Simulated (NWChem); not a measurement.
The numbers come from NWChem runs, not from measurements. System: C2H6AlCl, charge 1, spin multiplicity 2, at the geometry of a parent with another charge or spin, in a state set for the comparison that need not be this species' ground state. Its SCF solution wasn't tested for a lower state. Level: UTPSS/def2-TZVP.

The NWChem input:

```
start mol
memory heap 200 mb stack 900 mb global 1100 mb
charge 1
geometry units angstroms nocenter noautoz noautosym
  Al     0.219248    -0.252837     0.223271
  C      2.023886    -0.665479    -0.416818
  H      2.425109    -1.602662     0.021312
  H      2.721795     0.153097    -0.133826
  H      2.064237    -0.747340    -1.522445
  C     -0.619304    -0.953131     1.849088
  H     -1.307442    -1.787967     1.590743
  H     -1.233545    -0.185180     2.362850
  H      0.122663    -1.352209     2.571222
  Cl    -0.945326     1.089459    -0.963882
end
basis spherical
  * library def2-tzvp
end
dft
  xc xtpss03 ctpss03
  odft
  mult 2
  semidirect memsize 60000000 filesize 0
  iterations 100
  grid fine
end
task dft energy
```

NWChem printed:

```
             Northwest Computational Chemistry Package (NWChem) 7.3.0
             --------------------------------------------------------

                                NWChem Input Module
                                -------------------

 Scaling coordinates for geometry "geometry" by  1.889725989
 (inverse scale =  0.529177249)

                             Geometry "geometry" -> ""
                             -------------------------

 Output coordinates in angstroms (scale by  1.889725989 to convert to a.u.)

  No.       Tag          Charge          X              Y              Z
 ---- ---------------- ---------- -------------- -------------- --------------
    1 Al                  13.0000     0.21924800    -0.25283700     0.22327100
    2 C                    6.0000     2.02388600    -0.66547900    -0.41681800
    3 H                    1.0000     2.42510900    -1.60266200     0.02131200
    4 H                    1.0000     2.72179500     0.15309700    -0.13382600
    5 H                    1.0000     2.06423700    -0.74734000    -1.52244500
    6 C                    6.0000    -0.61930400    -0.95313100     1.84908800
    7 H                    1.0000    -1.30744200    -1.78796700     1.59074300
    8 H                    1.0000    -1.23354500    -0.18518000     2.36285000
    9 H                    1.0000     0.12266300    -1.35220900     2.57122200
   10 Cl                  17.0000    -0.94532600     1.08945900    -0.96388200

 Effective nuclear repulsion energy (a.u.)     187.7990342120

            Nuclear Dipole moment (a.u.)
            ----------------------------
        X                 Y               Z
 ---------------- ---------------- ----------------
    -0.0000170075     0.0000018897     0.0000094486


 Summary of "ao basis" -> "" (spherical)
 ------------------------------------------------------------------------------
       Tag                 Description            Shells   Functions and Types
 ---------------- ------------------------------  ------  ---------------------
 *                         def2-tzvp                  on all atoms

                                 NWChem DFT Module
                                 -----------------

 Summary of "ao basis" -> "ao basis" (spherical)
 ------------------------------------------------------------------------------
       Tag                 Description            Shells   Functions and Types
 ---------------- ------------------------------  ------  ---------------------
 Al                        def2-tzvp                13       37   5s5p2d1f
 C                         def2-tzvp                11       31   5s3p2d1f
 H                         def2-tzvp                 4        6   3s1p
 Cl                        def2-tzvp                13       37   5s5p2d1f

 Summary of "ao basis" -> "ao basis" (spherical)
 ------------------------------------------------------------------------------
       Tag                 Description            Shells   Functions and Types
 ---------------- ------------------------------  ------  ---------------------
 Al                        def2-tzvp                13       37   5s5p2d1f
 C                         def2-tzvp                11       31   5s3p2d1f
 H                         def2-tzvp                 4        6   3s1p
 Cl                        def2-tzvp                13       37   5s5p2d1f

            General Information
            -------------------
          SCF calculation type: DFT
          Wavefunction type:  spin polarized.
[...]
   120      0.206984   7 H  s                18      0.200655   1 Al px
   126     -0.148720   8 H  s                83      0.145816   5 H  s

 Vector   26  Occ=0.000000D+00  E=-2.092471D-01
              MO Center=  2.3D-01, -2.6D-01,  2.3D-01, r^2= 5.1D+00
   Bfn.  Coefficient  Atom+Function         Bfn.  Coefficient  Atom+Function
  ----- ------------  ---------------      ----- ------------  ---------------
     5      1.473252   1 Al s                42     -0.951291   2 C  s
    91     -0.950356   6 C  s                 4      0.412310   1 Al s
    77      0.309869   4 H  s               120      0.309710   7 H  s
   100      0.245388   6 C  pz              140     -0.243300  10 Cl s
     3     -0.198385   1 Al s                49      0.187231   2 C  px

   alpha - beta orbital overlaps
   -----------------------------

   alpha      1      2      3      4      5      6      7      8      9     10
    beta      1      2      3      4      5      7      6      8      9     10
 overlap   1.000  1.000  1.000  1.000  1.000  1.000  1.000  1.000  1.000  1.000

   alpha     11     12     13     14     15     16     17     18     19     20
    beta     12     11     13     14     15     16     17     18     19     20
 overlap   1.000  1.000  1.000  0.999  0.999  0.914  0.921  1.000  0.999  0.999

   alpha     21     22     23     24     25     26     27     28     29     30
    beta     21     22     23     24     25     26     27     28     29     30
 overlap   0.983  0.781  0.810  0.963  1.000  0.998  1.000  0.999  0.998  0.990

   alpha     31     32     33     34     35     36     37     38     39     40
    beta     31     32     33     34     35     36     37     38     39     40
 overlap   0.990  0.985  0.987  0.994  0.999  0.996  0.997  0.996  0.998  0.996

   alpha     41     42     43     44     45     46     47     48     49     50
    beta     41     42     43     44     45     46     47     48     50     49
 overlap   0.988  0.992  0.988  0.991  0.998  0.988  0.997  0.991  0.973  0.964

   alpha     51     52     53     54     55     56     57     58     59     60
    beta     51     52     53     54     55     56     57     58     59     60
 overlap   0.989  0.999  0.997  0.998  0.997  0.998  0.999  0.995  0.996  0.991

   alpha     61     62     63     64     65     66     67     68     69     70
    beta     61     62     63     64     65     66     67     68     69     70
 overlap   0.998  0.990  0.997  0.999  0.999  1.000  0.998  0.994  0.998  0.994

   alpha     71     72     73     74     75     76     77     78     79     80
    beta     71     72     73     74     75     76     77     78     79     80
 overlap   0.999  1.000  0.999  0.998  0.915  0.915  0.995  0.996  0.980  0.999

   alpha     81     82     83     84     85     86     87     88     89     90
    beta     81     82     83     84     85     86     87     88     89     90
 overlap   0.978  0.998  0.997  0.969  0.970  1.000  0.999  1.000  1.000  1.000

   alpha     91     92     93     94     95     96     97     98     99    100
    beta     91     92     93     94     95     96     97     98     99    100
 overlap   0.994  0.996  0.998  1.000  1.000  1.000  1.000  0.999  1.000  0.995

   alpha    101    102    103    104    105    106    107    108    109    110
    beta    101    102    103    104    105    106    107    108    109    110
 overlap   0.995  0.971  0.973  0.995  0.998  0.998  1.000  0.999  0.999  0.990

   alpha    111    112    113    114    115    116    117    118    119    120
    beta    112    111    113    114    115    116    117    118    119    120
 overlap   0.980  0.983  0.992  0.999  1.000  0.999  1.000  0.998  0.999  0.997

   alpha    121    122    123    124    125    126    127    128    129    130
    beta    121    122    123    124    125    126    127    128    129    130
 overlap   1.000  0.992  0.990  0.993  0.999  0.996  0.999  0.997  0.998  1.000

   alpha    131    132    133    134    135    136    137    138    139    140
    beta    131    132    133    134    135    136    137    138    139    140
 overlap   1.000  1.000  1.000  1.000  1.000  0.994  0.994  0.999  1.000  0.999

   alpha    141    142    143    144    145    146    147    148    149    150
    beta    141    142    143    144    145    146    147    148    149    150
 overlap   0.999  0.999  0.999  0.996  0.999  0.996  1.000  1.000  1.000  1.000

   alpha    151    152    153    154    155    156    157    158    159    160
    beta    151    152    153    154    155    156    157    158    159    160
 overlap   1.000  1.000  1.000  1.000  1.000  1.000  1.000  1.000  1.000  1.000

   alpha    161    162    163    164    165    166    167    168    169    170
    beta    161    162    163    164    165    166    167    168    169    170
 overlap   1.000  1.000  1.000  1.000  1.000  1.000  1.000  1.000  1.000  1.000

   alpha    171    172
    beta    171    172
 overlap   1.000  1.000

     --------------------------
     Expectation value of S2:
     --------------------------
      <S2> =      0.7557 (Exact =     0.7500)

 center of mass
 --------------
 x =  -0.11207241 y =   0.12912961 z =  -0.11433770

 moments of inertia (a.u.)
 ------------------
         575.284770051883         174.442288595262          -2.824065063016
         174.442288595262         716.868069899679         219.278489100413
          -2.824065063016         219.278489100413         622.182095444754

     Multipole analysis of the density
     ---------------------------------

     L   x y z        total         alpha         beta         nuclear
     -   - - -        -----         -----         ----         -------
     0   0 0 0      1.000000    -24.000000    -23.000000     48.000000

     1   1 0 0      0.875423      0.220031      0.655409     -0.000017
     1   0 1 0     -1.009279     -0.253597     -0.755684      0.000002
     1   0 0 1      0.893407      0.224491      0.668906      0.000009

     2   2 0 0    -19.199883   -126.559398   -119.371640    226.731155
     2   1 1 0     -0.836338     45.826295     43.973432    -90.636065
     2   1 0 1     -2.112553      6.911886      5.046633    -14.071073
     2   0 2 0    -22.669124    -79.632436    -76.332715    133.296027
     2   0 1 1     -1.749413     59.773464     56.934357   -118.457235
     2   0 0 2    -20.300559   -111.482272   -105.442175    196.623888

 Task  times  cpu:       62.2s     wall:       62.2s

 Total times  cpu:       62.2s     wall:       62.2s
```
